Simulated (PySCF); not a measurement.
**Which determinant of ZnF lies lowest?**

Unrestricted PBE0; Zn jorge-DZP-DKH, F jorge-DZP-DKH; spin-free X2C with a Gaussian nucleus (PySCF 2.14). Outer shells of the fragments: Zn 3d10 4s2; F 2s2 2p5.

Followed along the bond (rough minima from three points):

```tsv
2Ms+1	unpaired	⟨S²⟩ at the start	R at minimum (Å)	Te (eV)
2	σ ↑	0.75	1.79	0.00
4	σ ↑, π ↑↑	3.75	none in the scan	≤ 7.08
```

Solutions found at the starting distance of 1.805 Å, counted from the lowest of them; the search is not exhaustive and high or unbound solutions are not listed, so other states can lie among these:

```tsv
2Ms+1	unpaired	term	E (eV)	⟨S²⟩	⟨Lz²⟩	μ (D)
2	σ ↑	²Σ⁺	0.00	0.75	0.00	-3.13
2	π ↑	²Π	4.47	0.75	1.00	1.92
2	π ↑	²Π	4.51	0.77	1.00	-4.46
4	σ ↑, π ↑↑	mixed	7.44	3.75	2.00	1.60
4	σ ↑, π ↑↑	mixed	7.57	3.75	2.00	1.64
4	σ ↑↑, π ↑	⁴Π	7.86	3.75	1.01	0.63
4	σ ↑↑, π ↑	⁴Π	9.05	3.75	1.00	0.49
4	σ ↑↑↑	⁴Σ⁺	9.67	3.75	0.00	0.06
```

A term symbol is given only where ⟨S²⟩ and ⟨Lz²⟩ are close to those of a pure state; real π, δ and φ orbitals otherwise mix terms. A positive dipole means Zn(−)F(+).

Counting both spins, an empty level lies below a filled one in some of these solutions, because spin and occupation are held.
